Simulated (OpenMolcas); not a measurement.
**Co2+, Rh2+, Ir2+: d7 down the group**

| Property | Result |
| --- | --- |
| Program | OpenMolcas 26.06 |
| Method | MS-CASPT2, IPEA 0.25 Eh, imaginary shift 0.1 Eh |
| Basis | ANO-R2 |
| Scalar Hamiltonian | X2C, finite nucleus |
| Spin-orbit coupling | RASSI with atomic mean-field integrals over the reference wave functions, term energies averaged over their components |

Active space for each ion: 7 electrons in 5 orbitals (d); closed shells correlated by CASPT2: Co2+ 3s 3p; Rh2+ 4s 4p; Ir2+ 5s 5p.

Computed levels in cm-1 above 4F 9/2:

| Level | Co2+ | Rh2+ | Ir2+ |
| --- | --- | --- | --- |
| 4F 7/2 | 833 | 2090 | 7630 |
| 4F 5/2 | 1443 | 3420 | 9230 |
| 4P 5/2 | 15610 | 11590 | 14330 |
| 4P 1/2 | 16250 | 12980 | 17450 |
| 2G 9/2 | 16510 | 13450 | 16210 |
| 2G 7/2 | 17290 | 15490 | 21890 |
| 2P 1/2 | 20450 | 18380 | 28320 |
| 2D 5/2(1) | 22830 | 18900 | 24850 |
| 2H 11/2 | 22870 | 18210 | 21880 |
| weight of 4F in the lowest level (%) | 100 | 98 | 86 |

Mixed levels, with the weight of the term that names them: Ir2+ 4F 5/2 (64 %), Ir2+ 4P 1/2 (71 %), Ir2+ 2G 9/2 (62 %), Ir2+ 2P 1/2 (71 %), Ir2+ 2D 5/2(1) (75 %).

Measured, with the error of the calculation in %. Measured levels: Co2+ from Sugar and Corliss, J. Phys. Chem. Ref. Data 10, 1097 (1981); Rh2+ from the list in Shadmi, J. Res. Natl. Bur. Stand. 70A, 435 (1966).

| Level | Co2+ | Rh2+ |
| --- | --- | --- |
| 4F 7/2 | 841 (-0.9) | 2148 (-2.6) |
| 4F 5/2 | 1451 (-0.6) | 3486 (-1.7) |
| 4P 5/2 | 15202 (+2.7) | 11062 (+4.8) |
| 4P 1/2 | 15811 (+2.8) |  |
| 2G 9/2 | 16978 (-2.8) |  |
| 2G 7/2 | 17766 (-2.7) |  |
| 2D 5/2(1) | 23059 (-1.0) |  |
| 2H 11/2 | 22720 (+0.7) |  |

The fine-structure level 4F 5/2 changes by a factor of 6.4 from Co2+ to Ir2+.

Without spin-orbit coupling 4P lies 15070, 10240, 8920 cm-1 above 4F in that order; the difference to the level 4P 5/2, of either sign, comes from spin-orbit coupling, which also lowers the zero.

Term energies are means over components that CASPT2 splits; among the terms shown or strongly mixed into the levels shown the widest spread is 1200 cm-1 (3d7 4F, Co2+). The CASPT2 spread within a term exceeds the gap to the next term for 3d7 2D(1) and 3d7 2H, so the order of their levels is uncertain (figures for Co2+; the like holds for Ir2+). Levels of configurations with an s electron are missing; early in the row they begin among the upper levels of the d shell and mix with terms of their name (holds for Rh2+). Configurations with an s electron lie low in 5d ions of this charge, fall among these levels and mix in, so low-spin terms can stand far too high, up to twice their true height, and weights are not those of the real levels (holds for Ir2+). Computed and measured levels are paired by configuration, term and J; levels that our copy of the source lacks, or whose pairing is in doubt (as where it misses far off the trend of its configuration), stay unpaired and out of the deviations. Only configurations of the active space appear.

A number in round brackets counts repeated terms of one configuration in the order of the reference energies.
